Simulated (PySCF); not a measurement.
Theory: GFN2-xTB geometry, shieldings: GIAO PBE0/pcSseg-1, in PySCF 2.14 (fast rotation and ring inversion assumed for equivalent nuclei, no solvent model, non-relativistic, one conformer).

References, each an isolated molecule treated in the same way: TMS for 1H (31.72 ppm) and 13C (186.93 ppm). Shifts are as computed. Against solution values, carbons near 30 ppm lie about +3 ppm off and those near 130 ppm about +5 ppm. Of 1211 compounds with measured shifts, 218 miss one by over three times the rms of a fit or turn the order of signals round; such compounds aren't used in these exercises. OH and NH positions are gas-phase values without hydrogen bonding to other molecules.

**Question.** Order these molecules by the shift of their most deshielded carbon-bound hydrogen, lowest δ first.
A. F/C=P/C(F)(F)C(F)(F)F
B. C=C[SiH2][SiH2]C#N
C. [H]/N=C\[SiH2]C#C[SiH3]

**Answer.** B (6.69 ppm, hydrogen on a terminal =CH2 carbon), C (9.15 ppm, hydrogen on a C=N carbon), A (10.49 ppm, hydrogen on a carbon double-bonded to a heavier main-group atom).

**Question.** Order these molecules by the shift of their most shielded carbon, lowest δ first.
A. F/C=P/C(F)(F)C(F)(F)F
B. C#CC/P=C/CC
C. [H]/N=C\[SiH2]C#C[SiH3]
D. Cn1ncc(C=O)n1
E. C=C[SiH2][SiH2]C#N

**Answer.** B (18.8 ppm, methyl carbon), D (42.0 ppm, methyl carbon bonded to N), C (112.5 ppm, alkyne carbon), E (122.7 ppm, nitrile carbon), A (128.6 ppm, CF3 carbon).

**Question.** How many 13C and 1H signals does each give (equivalence by symmetry and fast rotation, but not about amide C–N or C=N bonds)? `Cn1ncc(C=O)n1`, `C#CC/P=C/CC`, `[H]/N=C\[SiH2]C#C[SiH3]`, `C=C[SiH2][SiH2]C#N`, `F/C=P/C(F)(F)C(F)(F)F`

**Answer.** Cn1ncc(C=O)n1: 4 C, 3 H; C#CC/P=C/CC: 6 C, 5 H; [H]/N=C\[SiH2]C#C[SiH3]: 3 C, 4 H; C=C[SiH2][SiH2]C#N: 3 C, 5 H; F/C=P/C(F)(F)C(F)(F)F: 3 C, 1 H.
